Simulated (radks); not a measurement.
Spherical quantum dot in the effective-mass picture: electrons in a parabolic well V = omega^2 r^2 / 2 with omega = 0.118, with a point charge +1 (a donor) at the centre, all in effective atomic units (hartree* = m*/eps^2 hartree, bohr* = eps/m* bohr), one dielectric constant everywhere. Calculated with a radial shooting solver with Libxc functionals: non-relativistic Kohn-Sham, PBEsol, spin-polarised, spherical densities. Levels are named by radial order and angular momentum (1s, 1p, 1d, 2s, ...), and open shells are averaged over m.

N = 4, configuration 1s2 1p(up 2, down 0). This is the lowest configuration that the search found. Occupied and some empty levels:

level    occupation  eigenvalue (hartree*)  <r> (bohr*)
1s up             1                0.55043        2.471
1s down           1                0.55678        2.132
1p up             2                0.69586        5.098
2s up             0                0.71660        4.870
1p down           0                0.73784        5.038
2s down           0                0.74951        5.073
1d up             0                0.78367        5.862
1d down           0                0.82738        5.902
1f up             0                0.87914        6.496
1f down           0                0.92150        6.567

Energy (hartree*): total 0.686232, kinetic 0.75453, external -1.3742, Hartree 2.0320, exchange-correlation -0.72612.
